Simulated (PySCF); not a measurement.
**Worked example: chemical shift, span and skew from a shielding tensor**

Al(Me)2(SMe) (C3H9AlS), SMILES C[S][Al]([CH3])[CH3]. Atoms are numbered in the order given.

```xyz
14

Al     0.2469     0.1468     0.7523
C      0.2989    -0.8122     2.4648
H     -0.1237    -1.8349     2.3983
H     -0.2687    -0.2601     3.2446
H      1.3424    -0.8997     2.8371
C      0.9026     1.9837     0.4722
H      1.7118     2.0212    -0.2881
H      1.3074     2.4177     1.4098
H      0.0969     2.6593     0.1135
S     -0.6188    -0.9704    -0.9375
C     -0.5143     0.1996    -2.3571
H     -0.0530     1.1643    -2.0737
H     -1.5347     0.3890    -2.7418
H      0.0897    -0.2648    -3.1599
```

The structure is a stationary point at PBE-D3(BJ)/def2-SVP. The structure was generated by enumeration; whether it is a known compound was not checked. The values are those of a single conformer.

GIAO shieldings from PBE0/pcSseg-1 in PySCF, non-relativistic, no solvent. The symmetric part of the tensor of C2 has the principal values 185.0, 193.7, 195.7 ppm. The same nucleus in TMS has σ = 186.3 ppm at this level (PySCF, at its B3LYP-D3(BJ)/def2-TZVP geometry).

Q: Work out the isotropic shielding, the ¹³C shift against TMS, the span and the skew.

A: 
σ(iso) = (σ11 + σ22 + σ33)/3 = 191.5 ppm. δ = σ(ref) − σ(iso) = 186.3 − (191.5) = -5.2 ppm.
Span Ω = σ33 − σ11 = 10.7 ppm. Skew κ = 3(σ(iso) − σ22)/Ω = -0.63. Tumbling in solution averages the tensor to δ; in a static solid the shielding alone would spread this spin-1/2 line over Ω.
